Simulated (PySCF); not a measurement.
## Molecular orbitals of BeS⁻

MN15 at R = 1.821 Å; PySCF, spin-free X2C with a Gaussian nucleus, basis sets Be aug-cc-pVDZ-DK, S aug-cc-pVDZ-DK. State: ²Σ⁺ (doublet), unpaired electrons σ ↑. Only the outer orbitals are listed, counted within each symmetry.

```json
{"spin": "α", "orbital": "5σ", "occ.": "1", "ε (eV)": "-12.75", "on Be (%)": "19", "main shells (%)": "81 S s, 10 Be s"}
{"spin": "α", "orbital": "6σ", "occ.": "1", "ε (eV)": "-3.65", "on Be (%)": "36", "main shells (%)": "58 S p, 32 Be s"}
{"spin": "α", "orbital": "2π", "occ.": "1", "ε (eV)": "-1.92", "on Be (%)": "18", "main shells (%)": "82 S p, 17 Be p"}
{"spin": "α", "orbital": "2π", "occ.": "1", "ε (eV)": "-1.92", "on Be (%)": "18", "main shells (%)": "82 S p, 17 Be p"}
{"spin": "α", "orbital": "7σ", "occ.": "1", "ε (eV)": "-0.64", "on Be (%)": "87", "main shells (%)": "44 Be s, 43 Be p"}
{"spin": "α", "orbital": "8σ", "occ.": "0", "ε (eV)": "2.77", "on Be (%)": "90", "main shells (%)": "92 Be p, 15 S s"}
{"spin": "α", "orbital": "3π", "occ.": "0", "ε (eV)": "2.84", "on Be (%)": "107", "main shells (%)": "108 Be p"}
{"spin": "α", "orbital": "3π", "occ.": "0", "ε (eV)": "2.84", "on Be (%)": "107", "main shells (%)": "108 Be p"}
{"spin": "β", "orbital": "5σ", "occ.": "1", "ε (eV)": "-12.73", "on Be (%)": "18", "main shells (%)": "82 S s, 9 Be s"}
{"spin": "β", "orbital": "6σ", "occ.": "1", "ε (eV)": "-3.48", "on Be (%)": "34", "main shells (%)": "59 S p, 28 Be s"}
{"spin": "β", "orbital": "2π", "occ.": "1", "ε (eV)": "-1.90", "on Be (%)": "16", "main shells (%)": "84 S p, 13 Be p"}
{"spin": "β", "orbital": "2π", "occ.": "1", "ε (eV)": "-1.90", "on Be (%)": "16", "main shells (%)": "84 S p, 13 Be p"}
{"spin": "β", "orbital": "3π", "occ.": "0", "ε (eV)": "3.03", "on Be (%)": "108", "main shells (%)": "109 Be p"}
{"spin": "β", "orbital": "3π", "occ.": "0", "ε (eV)": "3.03", "on Be (%)": "108", "main shells (%)": "109 Be p"}
{"spin": "β", "orbital": "7σ", "occ.": "0", "ε (eV)": "3.17", "on Be (%)": "102", "main shells (%)": "104 Be p"}
```

Task: Which are the highest filled and the lowest empty level, where do they sit, and how wide is the gap?

Result: Highest filled α 7σ at -0.64 eV (in %: 44 Be s, 43 Be p); lowest empty α 8σ at 2.77 eV (in %: 92 Be p, 15 S s); the gap at MN15 is 3.41 eV. An empty level above zero is unbound, and its energy depends on the basis.

```json
{
 "bond order (Mayer)": "2.17",
 "⟨S²⟩": "0.758",
 "charge on Be (Mulliken, basis-dependent)": "-0.63",
 "charge on Be (Löwdin, basis-dependent)": "-0.49",
 "dipole moment (positive dipole points towards S; it is taken about the centre of mass and depends on that origin)": "0.87 D"
}
```

Shares are Mulliken populations and can fall outside 0 to 100 %.

The state is the lowest determinant that a PBE0 search found; another state may lie lower at other levels.
